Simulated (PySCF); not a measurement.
# Ce: excitation energy

Ce [Xe] 4f1 5d1 6s2 (high-spin determinant) → Ce [Xe] 4f1 5d2 6s1 (high-spin determinant), as a difference of total energies. All numbers are calculated (PySCF 2.14, scalar relativity by spin-free X2C-1e, in x2c-TZVPPall (11s7p7d4f2g, 113 functions)). Correlated levels: valence: [Kr] 4d10 frozen; valence and next inner shell: [Ar] 3d10 frozen. The calculations carry no spin-orbit coupling.

| method | excitation energy (eV) |
| --- | --- |
| UHF | -0.285 |
| MP2 (valence) | 0.269 |
| SCS-MP2 (valence) | 0.489 |
| MP2 (valence and next inner shell) | 0.321 |
| SCS-MP2 (valence and next inner shell) | 0.527 |

Question: How much does correlation contribute at MP2 (valence and next inner shell)?

Answer: 0.321 − (-0.285) = 0.606 eV, measured against UHF.

The determinant of the lower state and of the upper state mixes LS terms, which raises its energy above the lowest term, most at the Hartree-Fock and MP2 levels.
